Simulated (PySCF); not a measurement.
Run record: excited-state job, `C1[SiH2]C(S)[SiH2]1`.

Method: TDDFT CAM-B3LYP/def2-SVPD, vertical, gas phase, core orbitals frozen in the response (PySCF 2.14.0, density-fitted response routines). Geometry: GFN2-xTB. The input is one job of a driver script: a line of settings, then coordinates in Å.

Input:
```
{"job": {"kind": "uv", "xc": "CAM-B3LYP", "basis": "def2-SVPD", "nstates": 8, "ntriplets": 3}, "charge": 0, "multiplicity": 1}
S      2.578419    -0.344045     0.481327
C      0.783652    -0.219891     0.811160
Si    -0.116282     1.399640     0.267496
C     -1.396267     0.242204    -0.573987
Si    -0.398644    -1.356699    -0.207936
H      2.514106    -0.115328    -0.829524
H      0.727417    -0.401918     1.884002
H     -0.604257     2.229705     1.366497
H      0.674507     2.189976    -0.676057
H     -1.570017     0.441102    -1.628014
H     -2.372593     0.260173    -0.096634
H      0.251898    -1.932139    -1.384913
H     -1.076325    -2.392293     0.568855
```

Estimate the output.

```
coarse grid: 12008 points
cycle   1  E = -1057.6320921394  dE =  3.162e-01  |g| = 3.536e-01  |ddm| = 4.222e+00
cycle   2  E = -1057.6470482318  dE = -1.496e-02  |g| = 2.926e-01  |ddm| = 9.031e-01
cycle   3  E = -1057.6701425557  dE = -2.309e-02  |g| = 4.626e-02  |ddm| = 3.970e-01
cycle   4  E = -1057.6706949249  dE = -5.524e-04  |g| = 2.007e-02  |ddm| = 1.017e-01
cycle   5  E = -1057.6708182851  dE = -1.234e-04  |g| = 4.673e-03  |ddm| = 3.776e-02
cycle   6  E = -1057.6708238613  dE = -5.576e-06  |g| = 1.464e-03  |ddm| = 8.362e-03
final grid: 100992 points
cycle   7  E = -1057.7965639447  dE = -1.409e-05  |g| = 2.613e-03  |ddm| = 3.769e-02
cycle   8  E = -1057.7965638562  dE =  8.852e-08  |g| = 2.775e-03  |ddm| = 6.863e-03
cycle   9  E = -1057.7965659109  dE = -2.055e-06  |g| = 1.072e-04  |ddm| = 3.095e-03
cycle  10  E = -1057.7965659173  dE = -6.413e-09  |g| = 5.105e-05  |ddm| = 4.571e-04
cycle  11  E = -1057.7965659182  dE = -8.749e-10  |g| = 1.864e-05  |ddm| = 1.142e-04
converged SCF energy = -1057.7965659182

Static polarisability (au): isotropic 95.641, principal 79.642 102.323 104.957

Singlet excitations
state   eV       nm        f      main configurations
  1   4.9525    250.3   0.00007   H->L 0.59, H->L+1 0.21
  2   5.2563    235.9   0.00992   H->L+2 0.83
  3   5.4776    226.3   0.01184   H->L+1 0.55, H->L 0.27
  4   6.3501    195.2   0.01125   H->L+4 0.88
  5   6.6376    186.8   0.00924   H->L+7 0.28, H->L+8 0.22, H->L+1 0.18
  6   6.8238    181.7   0.00002   H-2->L 0.58, H->L+5 0.22, H->L+7 0.09
  7   6.8309    181.5   0.00083   H-1->L 0.51, H->L+3 0.22, H->L+6 0.16
  8   6.9132    179.3   0.02799   H->L+6 0.49, H-1->L 0.33

Triplet excitations (Tamm-Dancoff, eV): 4.5922 4.8518 5.1943
```

The SCF starts on a coarse grid where the log names one; the energy can jump when the final grid takes over, and dE then counts from the start density on the new grid. H and L stand for HOMO and LUMO; the number after each pair is its weight.

How does the lowest singlet excitation compare with the HOMO–LUMO gap?

HOMO -7.58 eV and LUMO 0.46 eV give a gap of 8.04 eV; S1 at 4.95 eV lies 3.09 eV below it.

Which computed singlet has the largest oscillator strength, and what do all of them sum to?

State 8 at 6.91 eV (179 nm), f = 0.028; the 8 states sum to 0.071.

Main results: HOMO -7.58 eV, LUMO 0.46 eV; lowest singlet 4.95 eV; lowest triplet 4.59 eV (Tamm–Dancoff); mean polarisability 95.6 au.

Time: 39 s. Hardware: one thread of an Arm Neoverse N1 (shared host).

One conformer stands for the species.
Labels such as C1 count atoms from 1, the log's own numbers from 0.
